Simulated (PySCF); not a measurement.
## Potential energy of YbCl along the bond

Set-up: PySCF, spin-free X2C with a Gaussian nucleus, basis sets Yb x2c-SVPall, Cl x2c-SVPall. Energies in eV from Yb (4f14 6s2) + Cl in their ground configurations at the same level. State: doublet, about 13.9 electrons in the 4f shell (Mulliken).

```csv
R (Å),r²SCAN
2.137,-3.674
2.236,-4.130
2.336,-4.360
2.410,-4.426
2.485,-4.426
2.559,-4.376
2.659,-4.255
2.783,-4.043
2.932,-3.742
3.131,-3.311
```

Task: Put a parabola through the three lowest points of the r²SCAN curve and estimate Re, k and ωe (reduced mass 29.12 u; 1 eV/Å² = 0.16022 mdyn/Å; ωe = 1302.8·√(k/μ) cm⁻¹).

Result: Through R = 2.336, 2.41, 2.485 Å the second-order coefficient is 5.99 eV/Å², so Re ≈ 2.448 Å, k ≈ 1.92 mdyn/Å and ωe ≈ 334 cm⁻¹. A polynomial fit of higher order to the unrounded r²SCAN energies gives Re = 2.447 Å, k = 1.65 mdyn/Å, ωe = 310 cm⁻¹; anharmonicity and rounding make the difference.

The higher-order fit for each curve: r²SCAN: Re = 2.447 Å, ωe = 310 cm⁻¹, De = 4.43 eV.

Spin–orbit coupling is left out, which matters for elements this heavy, above all for dissociation energies. With d or f electrons several states lie close, and the lowest PBE0 determinant need not be the measured ground state.
